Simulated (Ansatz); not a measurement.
`O[Si]([SiH3])(Cl)Cl` + H₂O → `O[Si](O)(Cl)Cl` + SiH₄  (formal hydrolysis of the Si–Si bond)

Program: Ansatz. Geometries: PBE0-D4/def2-TZVP. ΔE: electronic, gas phase. CBS: MP2 limit from def2 TZ/QZ plus the TZ coupled-cluster correction, frozen cores. This one scheme is used for every species. Functionals use def2-TZVPP. One conformer a species, not always the lowest.

```
              species  ωB97M-V energy (Eh)
`O[Si]([SiH3])(Cl)Cl`          -1577.14452
                  H₂O            -76.43342
     `O[Si](O)(Cl)Cl`          -1361.77599
                 SiH₄           -291.84636
```

(1) Work out ΔE.

Largest T1 diagnostic among the species: 0.011.

Answers

(1) ΔE = (-1361.77599) + (-291.84636) − (-1577.14452) − (-76.43342) = -0.04441 Eh = -27.9 kcal/mol. CCSD(T)/CBS gives -25.9 kcal/mol.

The D4 term adds +1.3 kcal/mol with B3LYP and +0.8 kcal/mol with PBE0; it sums over pairs of atoms, weighted by their polarisabilities, and B3LYP, whose exchange is more repulsive, gets the larger term. Leaving LDA and LC-ωPBE aside and taking each functional with its dispersion term where it has one, the values, not all of them listed here, spread over 7.0 kcal/mol, from CAM-B3LYP-D4 to PBE-D4. LDA lies −1.8 kcal/mol from PBE without D4.

B3LYP here is the variant with VWN-RPA as its local correlation; programs differ in this.
